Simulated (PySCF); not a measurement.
A calculated (PBE0, PySCF 2.14, ANO-RCC-VTZP, the spin-free X2C one-electron Hamiltonian (Gaussian nucleus)) atom or ion has these occupied shells.

| shell | electrons | orbital energy (eV) | rms radius, mean of both spins (bohr) |
| --- | --- | --- | --- |
| 1s α | 1 | -57355.2 | 0.0231 |
| 1s β | 1 | -57355.2 | 0.0231 |
| 2s α | 1 | -9682.8 | 0.0935 |
| 2s β | 1 | -9682.7 | 0.0935 |
| 2p α | 3 | -8585.4 | 0.0843 |
| 2p β | 3 | -8585.3 | 0.0843 |
| 3s α | 1 | -2198.4 | 0.240 |
| 3s β | 1 | -2196.8 | 0.240 |
| 3p α | 3 | -1861.2 | 0.241 |
| 3p β | 3 | -1859.6 | 0.241 |
| 3d α | 5 | -1429.0 | 0.221 |
| 3d β | 5 | -1427.5 | 0.221 |
| 4s α | 1 | -455.49 | 0.540 |
| 4s β | 1 | -451.89 | 0.540 |
| 4p α | 3 | -343.39 | 0.574 |
| 4p β | 3 | -339.68 | 0.574 |
| 4d α | 5 | -190.26 | 0.628 |
| 4d β | 5 | -186.12 | 0.628 |
| 5s α | 1 | -69.098 | 1.31 |
| 5s β | 1 | -67.673 | 1.31 |
| 5p α | 3 | -41.379 | 1.55 |
| 5p β | 3 | -40.348 | 1.55 |
| 4f α | 7 | -23.152 | 0.876 |
| 4f β | 4 | -20.847 | 0.876 |
| 6s α | 1 | -11.426 | 3.68 |
| 6s β | 1 | -11.313 | 3.68 |

(1) Name the element and its charge.

Results:

(1) Er⁺ (erbium, charge +1), in [Xe] 4f11 6s2, one real determinant (an excited configuration).
